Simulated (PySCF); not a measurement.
# Gd⁺: ionisation energy

Gd⁺ [Xe] 4f7 5d1 6s1 (10D) → Gd²⁺ [Xe] 4f7 5d1 (9D), as a difference of total energies. All numbers are calculated (PySCF 2.14, scalar relativity by spin-free X2C-1e, in x2c-TZVPPall). The calculations carry no spin-orbit coupling.

```json
{"method": "UHF", "ionisation energy (eV)": "11.366", "difference from reference (eV)": "-0.710"}
{"method": "BP86", "ionisation energy (eV)": "12.559", "difference from reference (eV)": "+0.483"}
{"method": "PW91", "ionisation energy (eV)": "12.529", "difference from reference (eV)": "+0.453"}
{"method": "LC-wPBE", "ionisation energy (eV)": "11.962", "difference from reference (eV)": "-0.114"}
```

Reference: 12.076 ± 0.02 eV (semi-empirical (NIST evaluation); NIST Atomic Spectra Database, ionization energies).

The reference lies between the lowest fine-structure levels, while these numbers refer to the centres of the terms.
